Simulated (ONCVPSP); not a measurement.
**Before and after: ONCV potential for aluminium (Al)**

* Element: aluminium
* Generator: ONCVPSP 4.0.1
* Type: optimised norm-conserving Vanderbilt (ONCV)
* Functional: PBE
* Relativity: scalar-relativistic
* Frozen core: [Ne]
* Valence charge: 3
* Reference configuration: 3s2 3p0.5 (charge +0.5)
* Partial waves: 3s: rc 2.00 bohr, ncon 4, nbas 7, qcut 3.9 1/bohr, 2 projectors, debl 1.2 Ha; 3p: rc 2.40 bohr, ncon 5, nbas 8, qcut 3.3 1/bohr, 2 projectors, debl 0.5 Ha; d scattering state at 0.11 Ha: rc 2.35 bohr, ncon 3, nbas 8, qcut 4.3 1/bohr, 2 projectors, debl 1.9 Ha
* Local potential: polynomial inside 1.40 bohr (lpopt 4, dvloc0 6 Ha)
* Core correction: polynomial model core, fcfact 0.75

Change: all radii but the core radius scaled by about 1.29 (s 2.58, p 3.10, d 3.04 bohr); local potential polynomial inside 1.80 bohr (lpopt 4, dvloc0 6 Ha).

Cutoffs: the cutoffs (Ha) at which the residual kinetic energy of the hardest occupied pseudo-wave falls to 1 and 0.1 mHa per electron; they do not see the model core or the augmentation charge, which bear on the density cutoff. Errors are all-electron minus pseudo energies relative to the spin-unpolarised reference configuration.

**Question.** Predict the effect on cutoff, ghosts and configuration errors.

**Answer.** The potential gets softer (5.8 Ha and 7.8 Ha → 4.9 Ha and 6.4 Ha); of the 4 tests that both files solve, the error grows in 1 and shrinks in 1 by more than 15 % and 0.3 meV (median size 2.3 → 2.7 meV); neither file shows a bound ghost. A larger radius leaves more room for a smooth pseudo-wave, so fewer plane waves are needed.

```tsv
quantity	base	changed
cutoff, loose	5.8 Ha	4.9 Ha
cutoff, tight	7.8 Ha	6.4 Ha
loose cutoff by channel	s 5.8 Ha, p 2.2 Ha	s 4.9 Ha, p 2.1 Ha
bound ghosts	none	none
GHOST(+) flags under 300 eV	none	none
error for 3s2 3p1, meV [ΔE -2.09 eV]	+0.1	0.0
error for 3s2 3p0, meV [ΔE 3.68 eV]	+0.1	-0.2
error for 3s1 3p0, meV [ΔE 22.90 eV]	+7.8	-5.1
error for 3s0 3p3, meV [ΔE 8.37 eV]	-4.4	-19
rms error of d²Exc/dni dnj with the model core, mHa	0.46	0.12
```

Base: The cutoffs count occupied waves only; projector 2 of the d channel, the hardest unoccupied one, needs 24 Ha at the loose tolerance.
